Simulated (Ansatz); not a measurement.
Consider the formal exchange of groups at a Ga–Ga bond: `[GaH2][GaH][GeH3]` + `C=C(N)O` → `C=[C](N)[GaH2]` + `[OH][GaH][GeH3]`.

Program: Ansatz. Geometries: PBE0-D4/def2-TZVP. ΔE: electronic, gas phase. CCSD(T)/CBS adds triple-zeta CCSD(T) − MP2 to the extrapolated MP2 energy (def2 sets, frozen cores). For Ga, Ge outer-core shells are correlated without core-valence functions, which leaves a few kJ/mol of doubt a bond. Scalar relativity is left out up to krypton. Each species was taken in one conformer, which may not be the lowest.

```
            species  MP2/def2-QZVPP energy (Eh)
`[GaH2][GaH][GeH3]`                 -5926.94462
          `C=C(N)O`                  -208.86946
   `C=[C](N)[GaH2]`                 -2058.03765
  `[OH][GaH][GeH3]`                 -4077.80889
```

Q: Work out ΔE.

A: ΔE = (-2058.03765) + (-4077.80889) − (-5926.94462) − (-208.86946) = -0.03246 Eh = -85.2 kJ/mol. CCSD(T)/CBS gives -74.3 kJ/mol.

Largest T1 diagnostic among the species: 0.014.

From BLYP to BHLYP (50 % exact exchange), in def2-TZVPP and without D4, ΔE moves by +7.0 kJ/mol. At CCSD(T), def2-SVP lies +11.0 kJ/mol from the extrapolated value and def2-TZVPP +1.7 kJ/mol.
